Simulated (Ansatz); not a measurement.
Relaxation of AlF3H6HfO2Si (14 atoms, charge 0, multiplicity 1), to a largest force component of 0.03 eV/Å in at most 50 steps.

The calculation used RKS PBE/def2-SVP (Ansatz).

```xyz
14
Properties=species:S:1:pos:R:3
Hf 0.111 -0.478 -0.536
O 0.123 -0.305 2.716
Si -1.265 -0.032 3.639
H -2.475 -0.678 3.027
H -1.091 -0.576 5.031
H -1.435 1.452 3.690
F 1.604 0.717 -0.386
F -1.574 0.331 -0.092
F -0.015 -0.952 -2.386
O 0.402 -2.213 0.475
Al 0.683 -3.914 0.676
H 1.113 -4.767 -0.595
H 0.490 -4.480 2.151
H 0.294 -1.246 2.458
```

Question: Where does it end, and by what steps?

Answer: The run converged. The force dipped under the threshold on the way, but the program's further checks kept it going. After 39 steps the energy has fallen by 0.550 eV; H14 moved furthest, 1.43 Å. Joined: Hf1–O2 (3.26 → 2.34 Å).

| step | energy less start (eV) | largest force component (eV/Å) | accepted |
| --- | --- | --- | --- |
| 0 | 0.0000 | 1.062 | yes |
| 2 | -0.3491 | 0.687 | yes |
| 4 | -0.4452 | 0.189 | yes |
| 6 | -0.4766 | 0.186 | yes |
| 8 | -0.4868 | 0.619 | yes |
| 10 | -0.4983 | 0.089 | yes |
| 12 | -0.5011 | 0.135 | yes |
| 14 | -0.5021 | 0.023 | yes |
| 16 | -0.4870 | 0.831 | no |
| 18 | -0.5056 | 0.286 | yes |
| 20 | -0.5149 | 0.083 | yes |
| 22 | -0.5198 | 0.043 | yes |
| 24 | -0.5204 | 0.572 | no |
| 26 | -0.5291 | 0.069 | yes |
| 28 | -0.5319 | 0.561 | no |
| 30 | -0.5381 | 0.120 | yes |
| 32 | -0.5408 | 0.466 | yes |
| 34 | -0.5466 | 0.187 | yes |
| 36 | -0.5489 | 0.114 | yes |
| 38 | -0.5499 | 0.051 | yes |
| 39 | -0.5502 | 0.023 | yes |

```xyz
14
Properties=species:S:1:pos:R:3
Hf 0.184 -0.671 0.162
O -0.013 -0.277 2.460
Si -1.463 0.167 3.305
H -2.437 -0.947 3.122
H -1.048 0.278 4.745
H -1.978 1.484 2.822
F 1.832 0.248 0.671
F -1.673 -0.112 0.468
F 0.253 -0.303 -1.731
O 0.390 -2.603 0.302
Al 0.628 -4.317 0.245
H 0.522 -5.051 -1.165
H 0.931 -5.059 1.626
H 0.838 0.021 2.837
```

Whether the end is a true minimum wasn't checked by a vibrational analysis.

The run took 2.3 min on 4 threads of Arm Neoverse V2 (shared host), peak memory 0.27 GiB.
